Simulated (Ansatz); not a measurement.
`B[SiH2]O[SiH2]F` + H₂Te → `B[TeH]` + `F[SiH2]O[SiH3]`  (cleavage of the B–Si bond)

Gas-phase electronic energies from Ansatz, PBE0-D4/def2-TZVP geometries. CCSD(T)/CBS adds triple-zeta CCSD(T) − MP2 to the extrapolated MP2 energy (def2 sets, frozen cores). def2 core potentials past Kr. For Te outer-core shells are correlated without core-valence functions, which leaves a few kJ/mol of doubt a bond. Each species was taken in one conformer, which may not be the lowest.

`B[SiH2]O[SiH2]F`:

Z-matrix (Å, degrees):
```
Si
O 1 1.651
B 1 2.004 2 114.9
H 1 1.491 2 107.4 3 121.5
H 1 1.490 2 108.1 3 -122.4
Si 2 1.615 1 144.6 3 11.0
H 3 1.196 1 123.9 2 1.0
H 3 1.197 1 118.6 2 -179.3
F 6 1.596 2 109.6 1 53.8
H 6 1.480 2 110.9 1 -63.8
H 6 1.476 2 108.8 1 171.4
```

H₂Te:

Cartesian coordinates in Å:
```
Te -0.065 0.760 0.150
H -1.127 -0.507 0.069
H 1.192 -0.253 -0.219
```

`B[TeH]`:

Cartesian coordinates in Å:
```
B -0.579 -0.416 -0.129
Te 1.460 0.062 -0.260
H -1.332 0.301 0.449
H -0.917 -1.427 -0.659
H 1.368 1.479 0.598
```

`F[SiH2]O[SiH3]`:

Cartesian coordinates in Å:
```
F 0.478 2.342 -0.529
Si -0.625 1.215 -0.762
O -0.391 0.005 0.284
Si 0.536 -1.247 0.798
H -1.947 1.818 -0.500
H -0.468 0.735 -2.153
H -0.357 -2.259 1.412
H 1.514 -0.761 1.802
H 1.259 -1.847 -0.352
```

```csv
species,CCSD(T)/def2-TZVPP energy (Eh)
`B[SiH2]O[SiH2]F`,-781.49036
H₂Te,-268.63034
`B[TeH]`,-294.02107
`F[SiH2]O[SiH3]`,-756.14008
```

(1) Work out ΔE.

Largest T1 diagnostic among the species: 0.015.

## Answers

(1) ΔE = (-294.02107) + (-756.14008) − (-781.49036) − (-268.63034) = -0.04045 Eh = -1.10 eV. CCSD(T)/CBS gives -1.11 eV.

In def2-TZVPP, CCSD(T) changes the Hartree–Fock value by −0.11 eV (the triples alone add −0.04 eV) and MP2 by −0.22 eV.
